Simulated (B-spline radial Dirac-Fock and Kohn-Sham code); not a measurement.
**What relativity does to the binding energies of In²⁺**

System: indium as In²⁺, [Kr] 4d10 5s1.

Both columns are ΔSCF binding energies of the configuration average from a radial finite-basis atomic code: non-relativistic Hartree-Fock with a point nucleus, and Dirac-Fock with a finite nucleus and the Coulomb interaction alone, averaged over the two j levels with weights 2j+1.

```csv
shell,Hartree-Fock (eV),Dirac-Fock (eV),shift (eV),shift (%)
1s,27108.1,28056.8,+948.71,+3.50
2s,4050.0,4281.3,+231.25,+5.71
2p,3768.8,3835.3,+66.46,+1.76
3s,809.9,858.1,+48.21,+5.95
3p,694.0,708.6,+14.65,+2.11
3d,480.8,474.2,-6.59,-1.37
4p,109.6,111.9,+2.30,+2.09
4d,43.97,42.94,-1.03,-2.35
5s,25.55,26.62,+1.07,+4.18
```

Relativity binds 1s, 2s, 2p, 3s, 3p, 4p, 5s more strongly, among those listed most of all 3s in relative terms, and 3d, 4d more weakly, because the contracted s and p shells screen the nucleus better.

Values without a named source are computed, but for edge energies of neutral atoms, which are taken from tables.
